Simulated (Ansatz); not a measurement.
Ansatz (a quantum-chemistry and plane-wave program) input:

Ansatz 0.2 input:
```yaml
crystal:
  periodic: [false, false, false]
  atoms:
    - {symbol: Si, position_ang: [-1.02909718, 0.09598792, 0.19603010]}
    - {symbol: P, position_ang: [1.16264179, -0.17498748, -0.28686021]}
    - {symbol: H, position_ang: [-1.82509624, -0.83302336, -0.63823404]}
    - {symbol: H, position_ang: [-1.45804519, 1.48794000, -0.08774552]}
    - {symbol: H, position_ang: [-1.28854722, -0.19745417, 1.62733475]}
    - {symbol: H, position_ang: [1.53942232, 0.82351881, 0.65712658]}
basis:
  gaussian:
    orbitals: def2-TZVPD
hamiltonian:
  xc: {name: wB97X-V}
total_charge: -1
```

Question: Predict the final energy.

Answer: -633.18135 Eh (wB97X-V/def2-TZVPD). The basis has 122 functions.

This state (charge -1, singlet) is run at the relaxed geometry of the species with charge 0 and multiplicity 2.
